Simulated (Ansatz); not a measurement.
Several settings on one geometry of In(NH3)H3 (InNH₆) (that of the charge 0 singlet, PBE-D4/def2-TZVP). Ansatz on 4 threads of Arm Neoverse V2 on a shared host; times are rough.

Cartesian coordinates in Å:
```
In -0.002 0.003 -1.283
N 0.001 -0.003 1.142
H -0.951 0.031 1.510
H 0.509 0.804 1.510
H 0.448 -0.847 1.504
H 1.735 -0.020 -1.462
H -0.849 1.520 -1.457
H -0.891 -1.488 -1.463
```

Totals from different functionals, basis sets or treatments of relativity can't be compared as stabilities.

In the def2 sets In takes a core potential; there is no spin–orbit coupling.

The spins typed aren't always the lowest for that charge.

**Question.** Give the basis size and estimate the energy, ⟨S²⟩ and time of these runs.

| run | method | charge | state | further keys |
| --- | --- | --- | --- | --- |
| 1 | UKS RPBE/def2-TZVP | 1 | doublet | scf: {omitted_lower_state_checks: [starts]}; forces asked |
| 2 | RKS LDA (SPW92)/def2-TZVP | 0 | singlet | scf: {omitted_lower_state_checks: [starts]}; forces asked |
| 3 | UKS PBE0-D3(BJ)/def2-SVPD | 1 | doublet | point_charges: [{charge: 1.00, position_ang: [5.611, -0.572, 0.825]}]; scf: {omitted_lower_state_checks: [starts]}; forces asked |

**Answer.** 
| run | functions | energy (Eh) | ⟨S²⟩ | wall time |
| --- | --- | --- | --- | --- |
| 1 | 117 | -248.2255 | 0.76 | 1.9 s |
| 2 | 117 | -247.6707 | – | 0.5 s |
| 3 | 100 | -247.9312 | 0.78 | 3 s |
